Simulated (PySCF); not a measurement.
An unknown gives this computed stick spectrum. Theory: PySCF 2.14.0, density-fitted response routines, TDDFT PBE0/def2-SVPD, vertical, gas phase, core orbitals frozen in the response. Geometries: GFN2-xTB, one conformer each.

| state | E (eV) | f | main configurations (H = HOMO, L = LUMO) |
| --- | --- | --- | --- |
| S1 | 5.70 | 0.0013 | H→L (98%) |
| S2 | 6.44 | 0.012 | H→L+1 (97%) |
| S3 | 6.80 | 0.0084 | H→L+2 (94%) |
| S4 | 7.05 | 0.014 | H→L+3 (89%) |
| S5 | 7.20 | 0.042 | H-1→L (92%) |
| S6 | 7.36 | 0.020 | H→L+4 (45%), H→L+5 (38%) |

Triplets computed (Tamm–Dancoff): 5.39, 6.04 eV.

Problem. Which structure fits? All have the formula C2H8F3NSi2.
A. `FC(F)(F)C[SiH2]N[SiH3]`
B. `F[SiH2]N[SiH2]CC(F)F`
C. `FC(F)(F)CN[SiH2][SiH3]`

Solution. C. Its S1, at 5.70 eV, is the lowest among the candidates; the nearest of the others has S1 at 5.97 eV. S1 is HOMO→LUMO (98%). Löwdin shares by element: HOMO nitrogen 53%, silicon 12% or more, hydrogen 8% or more, carbon 8% or more (atoms not listed hold the other 19%); LUMO silicon 55%, hydrogen 18% or more (atoms not listed hold the other 27%). At the same level the other candidates give, for their lowest levels:
- `FC(F)(F)C[SiH2]N[SiH3]`: 5.97 eV (f 0.003); 6.67 eV (f 0.003); 7.30 eV (f 0.002); 7.48 eV (f 0.026); 7.83 eV (f 0.035); T1 5.65 eV; HOMO -7.67, LUMO -0.29 eV
- `F[SiH2]N[SiH2]CC(F)F`: 6.37 eV (f 0.012); 6.68 eV (f 0.001); 7.06 eV (f 0.010); 7.61 eV (f 0.005); 7.91 eV (f 0.015); T1 6.12 eV; HOMO -7.76, LUMO 0.03 eV

Shape of the structure used: `[F:1][C:2]([F:3])([F:4])[CH2:5][NH:6][SiH2:7][SiH3:8]`: F1–C2–C5–N6 -172°, C2–C5–N6–Si7 -83°, C5–N6–Si7–Si8 -172°.

Without π bonds the low states are Rydberg-like; a valence basis with one diffuse set may place them up to an eV too high.
